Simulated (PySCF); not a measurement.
Isomers of C6H9N, one GFN2-xTB conformer each. Single-point energies are computed at PBE0/pcSseg-1 (PySCF, gas phase, no added dispersion term), electronic only.

```csv
SMILES,GFN2-xTB relative energy (kJ/mol)
C=CC[C@H](C)C#N,0.0
C=CC/C=N/C=C,52.7
C#C[C@]1(C)CCN1,65.9
```

Conformers: `[CH2:1]=[CH:2][CH2:3][C@H:4]([CH3:5])[C:6]#[N:7]` with C1–C2–C3–C4 120°, C2–C3–C4–C5 -65°; `[CH2:1]=[CH:2][CH2:3]/[CH:4]=[N:5]/[CH:6]=[CH2:7]` with C1–C2–C3–C4 -113°, C2–C3–C4–N5 -110°, C4–N5–C6–C7 -179°; `[CH:1]#[C:2][C@:3]1([CH3:4])[CH2:5][CH2:6][NH:7]1` with C2–C3–C5–C6 -103°, C3–C5–C6–N7 -12°, C5–C6–N7–C3 13°, C2–C3–N7–C6 102°.

Problem. What does PBE0/pcSseg-1 give for the same structures?

Solution. 
```
         SMILES  PBE0/pcSseg-1 E (Eh)  PBE0/pcSseg-1 (kJ/mol)  GFN2-xTB (kJ/mol)  point group
C=CC[C@H](C)C#N            -288.38251                     0.0                0.0           C1
   C=CC/C=N/C=C            -288.35109                    82.5               52.7           C1
C#C[C@]1(C)CCN1            -288.31577                   175.2               65.9           C1
```

Both levels put the same isomer lowest; measured from each level's own lowest isomer, the values differ by up to 109.3 kJ/mol (C#C[C@]1(C)CCN1: 65.9 against 175.2). As drawn, the lowest has a C≡N group and a C=C bond outside aromatic rings, which the highest lacks; the highest has a four-membered ring, a C≡C bond and an N–H bond, which the lowest lacks.

Problem. Which frontier levels, dipoles and rotational constants go with these structures?

Solution. 
| SMILES | HOMO (eV, PBE0/pcSseg-1) | LUMO (eV) | dipole (D) | A, B, C (MHz) |
| --- | --- | --- | --- | --- |
| C=CC[C@H](C)C#N | -7.98 | -0.09 | 4.03 | 6265, 1417, 1251 |
| C=CC/C=N/C=C | -7.08 | -1.11 | 1.39 | 11908, 986.6, 974.4 |
| C#C[C@]1(C)CCN1 | -6.57 | 0.97 | 0.89 | 3912, 2451, 1976 |
